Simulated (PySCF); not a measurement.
# How the method changes the constants of KH

State: ¹Σ⁺ (singlet), closed shell. Set-up: PySCF, no relativity, basis sets K 6-311G(d,p), H 6-311G(d,p). De refers to K + H in their ground configurations, without counterpoise correction. A positive dipole means K(−)H(+).

```json
{"Level": "RHF", "Re (Å)": "2.307", "ωe (cm⁻¹)": "978", "De (eV)": "0.82", "μ (D)": "-8.97"}
{"Level": "RHF-MP2", "Re (Å)": "2.243", "ωe (cm⁻¹)": "1021", "De (eV)": "1.30", "μ (D)": "n/a"}
{"Level": "RHF-SCS-MP2", "Re (Å)": "2.251", "ωe (cm⁻¹)": "1014", "De (eV)": "1.43", "μ (D)": "n/a"}
{"Level": "RHF-CCSD", "Re (Å)": "2.260", "ωe (cm⁻¹)": "984", "De (eV)": "1.50", "μ (D)": "n/a"}
{"Level": "RHF-CCSD(T)", "Re (Å)": "2.257", "ωe (cm⁻¹)": "983", "De (eV)": "1.51", "μ (D)": "n/a"}
{"Level": "LDA", "Re (Å)": "2.206", "ωe (cm⁻¹)": "991", "De (eV)": "2.01", "μ (D)": "-6.92"}
{"Level": "PBE", "Re (Å)": "2.241", "ωe (cm⁻¹)": "957", "De (eV)": "1.75", "μ (D)": "-7.13"}
{"Level": "r²SCAN", "Re (Å)": "2.253", "ωe (cm⁻¹)": "970", "De (eV)": "1.80", "μ (D)": "-8.00"}
{"Level": "B3LYP", "Re (Å)": "2.243", "ωe (cm⁻¹)": "980", "De (eV)": "1.85", "μ (D)": "-7.55"}
{"Level": "PBE0", "Re (Å)": "2.239", "ωe (cm⁻¹)": "986", "De (eV)": "1.68", "μ (D)": "-7.77"}
{"Level": "BHandHLYP", "Re (Å)": "2.244", "ωe (cm⁻¹)": "1006", "De (eV)": "1.74", "μ (D)": "-8.08"}
{"Level": "ωB97X", "Re (Å)": "2.249", "ωe (cm⁻¹)": "1009", "De (eV)": "2.04", "μ (D)": "-8.48"}
```

(1) Which functional lies closest to RHF-CCSD(T) in De, which farthest, and by how much do they differ from it?

(2) What does a quarter of exact exchange do here, going from PBE to PBE0?

(3) What does the gradient correction do here, going from LDA to PBE?

Measured (Huber and Herzberg, Constants of Diatomic Molecules (1979)): Re = 2.2425 Å, ωe = 983.6 cm⁻¹.

Correlated steps freeze 5 core orbitals. Where the molecule has an RHF reference, its open-shell atoms are computed with UHF. The CCSD T1 diagnostic is raised, a sign that a single reference may not be enough here.

The whole job (state search and all levels along the bond) took about 0.94 min on 1 thread of Arm Neoverse V1 (shared host), peak memory 0.51 GiB.

Results:

(1) Closest is PBE0 (-1.8 pm in Re, +0.3 % in ωe, +0.17 eV in De against RHF-CCSD(T) in the same basis), farthest ωB97X (-0.8 pm in Re, +2.6 % in ωe, +0.53 eV in De). CCSD(T) converges more slowly with the basis than the functionals do and binds too weakly in this one, so the order can change at the basis-set limit.

(2) PBE0 less PBE: -0.2 pm in Re, +3.0 % in ωe, -0.07 eV in De. Exact exchange removes part of the self-interaction that spreads semilocal densities, and in most molecules shortens and stiffens the bond and lowers De; so it does here.

(3) PBE less LDA: +3.5 pm in Re, -3.4 % in ωe, -0.26 eV in De. The gradient correction favours the more uneven density of free atoms, so it tends to lengthen bonds and takes away much of the overbinding of LDA; so it does here.
